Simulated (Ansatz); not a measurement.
Input file for Ansatz (an electronic-structure program): U-CCSD(T)/cc-pVTZ on CH6BeGe (SMILES [CH3][Be][GeH3]), a point of a bond scan (R = 0.986 Å). The run froze 16 orbitals, filled d shells among them.

Ansatz 0.2 input:
```yaml
crystal:
  periodic: [false, false, false]
  atoms:
    - {symbol: Be, position_ang: [-0.18384765, 1.04916504, -0.75458802]}
    - {symbol: C, position_ang: [-0.41926256, 2.39260940, -1.72082973]}
    - {symbol: H, position_ang: [-1.14607190, 2.96707319, -1.38343374]}
    - {symbol: H, position_ang: [-0.68259427, 2.11781029, -2.74808870]}
    - {symbol: H, position_ang: [0.47837929, 3.01783564, -1.77956966]}
    - {symbol: Ge, position_ang: [0.12640089, -0.72133305, 0.51880234]}
    - {symbol: H, position_ang: [0.98119774, -1.81784029, -0.15781112]}
    - {symbol: H, position_ang: [0.84789286, -0.39872335, 1.84778085]}
    - {symbol: H, position_ang: [-1.19190946, -1.41964363, 0.92528940]}
basis:
  gaussian:
    orbitals: cc-pVTZ
correlation: {method: ccsd_t, electrons: outside_noble_gas}
scf: {omitted_lower_state_checks: [cluster_reference]}
magnetization: {spin_polarized: true, initial_magnetization: 0}
```

**Question.** Predict the final total energy.

**Answer.** -2131.8169 hartree (reference determinant -2131.4077, T1 diagnostic 0.011).

**Question.** How many basis functions does it have, and what does it roughly cost on one machine?

**Answer.** 187 functions; very roughly 6 core-minutes.
